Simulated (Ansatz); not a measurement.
Sn₃H₈. Charge 0, multiplicity 1. Geometry PBE0-D4/def2-SVP; atoms count from 1.

```xyz
11

Sn    1.160   -0.168   -2.027
H     2.704   -0.694   -1.500
H     0.821   -0.896   -3.542
H     1.213    1.532   -2.239
Sn   -0.775   -0.822   -0.138
H    -0.613   -2.474    0.303
H    -2.334   -0.625   -0.833
Sn   -0.580    0.774    2.132
H    -1.777    0.362    3.289
H     0.963    0.590    2.854
H    -0.781    2.421    1.701
```

In the def2 sets Sn takes a core potential; there is no spin–orbit coupling.

(1) Estimate the Mulliken populations from the PBE0/def2-TZVP orbitals of Ansatz.

(2) And the Mayer bond orders between bonded heavy atoms (over 0.3)?

Results:

(1) 
| atom | charge (e) |
| --- | --- |
| Sn1 | 0.14 |
| H2 | -0.05 |
| H3 | -0.05 |
| H4 | -0.05 |
| Sn5 | 0.08 |
| H6 | -0.04 |
| H7 | -0.04 |
| Sn8 | 0.14 |
| H9 | -0.05 |
| H10 | -0.05 |
| H11 | -0.05 |
Mulliken values and Mayer orders depend strongly on the basis.

(2) Sn1–Sn5 0.88 (2.78 Å); Sn5–Sn8 0.88 (2.78 Å).
